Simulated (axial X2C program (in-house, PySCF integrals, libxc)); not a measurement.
## Curves of YbI⁺ from open-shell CI on f12 s1 d(πδ)1

Computed with an in-house all-electron X2C program for linear molecules (integrals from PySCF): two-component X2C with atomic mean-field Coulomb and Gaunt terms, basis Yb dyall-v3z, I dyall-v3z (cores contracted in-house). Orbitals come from Hartree–Fock averaged over the configuration Yb f12 s1 d(πδ)1; CI then distributes these electrons over the f, s, d(πδ) shells of Yb, the count in the first shell held.

Scan along the bond; masses Yb 173.939 u, I 126.904 u. Energies in cm⁻¹ from the lowest point; levels are followed by energy order within each Ω. Lowest level at 2.665 Å: 98% f12 s1 d(πδ)1.

| R (Å) | (1)Ω=4 | (1)Ω=3 | (1)Ω=5 | (1)Ω=2 | (1)Ω=1 |
| --- | --- | --- | --- | --- | --- |
| 2.478 | 2212 | 2414 | 2498 | 2854 | 3408 |
| 2.572 | 464 | 653 | 775 | 1086 | 1645 |
| 2.665 | 0 | 177 | 334 | 605 | 1166 |
| 2.772 | 572 | 737 | 935 | 1157 | 1716 |
| 2.878 | 1938 | 2091 | 2334 | 2501 | 3052 |
| 2.998 | 4099 | 4236 | 4539 | 4632 | 5167 |
| 3.145 | 7240 | 7354 | 7749 | 7727 | 8230 |

**Question.** Fit the curves (1)Ω=4, (1)Ω=3, (1)Ω=5, (1)Ω=2, (1)Ω=1 near their minima.

**Answer.** From the open-shell CI curves, Te from the lowest:

| level | Te (cm⁻¹) | Re (Å) | ωe (cm⁻¹) |
| --- | --- | --- | --- |
| (1)Ω=4 | 0 | 2.661 | 220.3 |
| (1)Ω=3 | 178 | 2.662 | 220.0 |
| (1)Ω=5 | 333 | 2.659 | 221.4 |
| (1)Ω=2 | 605 | 2.663 | 219.7 |
| (1)Ω=1 | 1166 | 2.663 | 219.3 |

Without dynamic correlation distances can be off by several hundredths of an Å (long for ionic bonds, short for multiple bonds) and the wavenumbers are rough.

The 5 lowest curves are shown; the next is (1)Ω=0, from 1605 cm⁻¹.

Dynamic correlation is missing, so gaps between terms are too wide and other configurations may lie lower; the lowest level listed is that of this model, not necessarily the ground state. With the count in the first shell held, other counts are excluded: this configuration can lie several eV above the ground configuration of the molecule. At most 4 roots were kept for each Ω > 0 (twice that for Ω = 0) within 2.2 eV of the lowest, so higher up levels can be missing between those listed; levels with Ω > 0 are doubly degenerate and listed once, Ω = 0 levels singly.
